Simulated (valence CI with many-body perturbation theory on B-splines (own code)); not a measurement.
# Which ion has this spectrum?

A relativistic CI+MBPT calculation for an atom or ion with 33 electrons gives these levels (cm⁻¹):

```tsv
J	Parity	E	g
3/2	odd	0	1.39
3/2	odd	406043	1.45
5/2	odd	443892	1.20
1/2	odd	491452	0.66
3/2	odd	903896	1.29
3/2	even	1033357	0.84
5/2	even	1037524	1.49
1/2	even	1157266	2.17
3/2	even	1180219	1.13
5/2	even	1196222	1.21
3/2	even	1436814	1.01
5/2	even	1443419	0.99
1/2	even	1445010	0.29
3/2	even	1463284	1.45
```

The energies are calculated, and their last digits are not significant.

Question: Which is it?
A. Ho34+
B. Tb32+
C. Dy33+
D. Tm36+

Answer: A. Ho34+, ground level (4s^2 4p1/2^2 4p3/2) J=3/2.
